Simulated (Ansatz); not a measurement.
`F[SiH](F)[SiH](Cl)Cl` + `BN` → `BN[SiH](F)F` + dichlorosilane at 600 K and 1 bar (cleavage of the Si–Si bond).

Computed with Ansatz on PBE0-D4/def2-TZVP structures; ΔE is electronic, products minus reactants. CBS: MP2 limit from def2 TZ/QZ plus the TZ coupled-cluster correction, frozen cores. This one scheme is used for every species. Each species was taken in one conformer, which may not be the lowest.

| species | CCSD(T)/CBS energy (Eh) | H − E (kJ/mol) | S (J/(mol·K)) |
| --- | --- | --- | --- |
| `F[SiH](F)[SiH](Cl)Cl` | -1698.73569 | 138.9 | 494.6 |
| `BN` | -81.93499 | 155.9 | 270.2 |
| `BN[SiH](F)F` | -570.77155 | 197.5 | 419.0 |
| `Cl[SiH2]Cl` | -1209.93203 | 89.6 | 338.0 |

H − E and S are ideal-gas, rigid-rotor, harmonic terms from PBE0-D4/def2-TZVP, for one conformer and one mirror image of each species. 1 Eh = 2625.50 kJ/mol, R = 8.31446 J/(mol·K).

**Question.** By hand: ΔE, ΔH, ΔS and ΔG.

**Answer.** ΔE = (-570.77155) + (-1209.93203) − (-1698.73569) − (-81.93499) = -0.03290 Eh = -86.4 kJ/mol. Δ(H − E) = 197.5 + 89.6 − 138.9 − 155.9 = -7.7, so ΔH = -94.1 kJ/mol. ΔS = 419.0 + 338.0 − 494.6 − 270.2 = -7.8 J/(mol·K). ΔG = -94.1 − 600 × (-7.8)/1000 = -89.4 kJ/mol.

**Question.** By hand: the equilibrium constant, and the temperature at which ΔG would vanish if ΔH and ΔS stayed fixed.

**Answer.** log₁₀ K = −ΔG/(RT ln 10) = 7.8. ΔG = 0 at ΔH/ΔS = 12064 K, far beyond where these terms or the molecules hold.

The number of gas molecules stays the same, so ΔS is small and ΔH decides. A doubt of 5 kJ/mol in ΔE shifts log₁₀ K by 0.4 here. Other conformers and mirror images would add mixing entropy, several J/(mol·K) or more a flexible species. Modes under 60 cm⁻¹, often nearly free rotors, make the harmonic entropy too high. These are equilibria of isolated gas molecules and say nothing of rates. Largest T1 diagnostic: 0.012 (customary marks: 0.02 for closed shells, 0.045 for open ones).
